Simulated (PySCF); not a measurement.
## Dipole response of Ag⁺ (silver, charge +1)

[Kr] 4d9 5s1, high-spin 3D determinant (an excited configuration). Calculation: PySCF 2.14, in x2c-QZVPPall with one added diffuse shell each of s, p, d, f, g type (14s9p8d5f3g, 143 functions); the spin-free X2C one-electron Hamiltonian (Gaussian nucleus). Coupled (time-dependent) response in atomic units; α is the mean over directions.

```json
{"method": "BLYP", "mean α (bohr³)": "22.73", "α xx, yy, zz": "22.92, 22.92, 22.34", "C₆ (like pair)": "141.9", "S(−4)": "317.7"}
```

S(−4) is the Cauchy moment in α(ω) = α(0) + S(−4) ω² + …

Spin-orbit coupling is absent.

α(iu) at BLYP:

```csv
u (hartree),α(iu) (bohr³)
0,22.73
0.0500,21.97
0.100,20.07
0.200,15.51
0.300,12.01
0.500,8.066
0.750,5.673
1.00,4.334
1.50,2.847
2.00,2.031
3.00,1.181
5.00,0.5390
```

A single London oscillator, α(iu) = α/(1 + u²/ω²), gives C₆ = (3/4) ω α². Matching the computed C₆ needs ω = 4 × 141.9 / (3 × 22.73²) = 0.366 hartree.

For an ion, C₆ is the dispersion term alone; charge-induced terms of lower order in 1/R come first.

The components differ because the open shell of this determinant is not spherical; for a pure term their mean is the scalar polarisability.
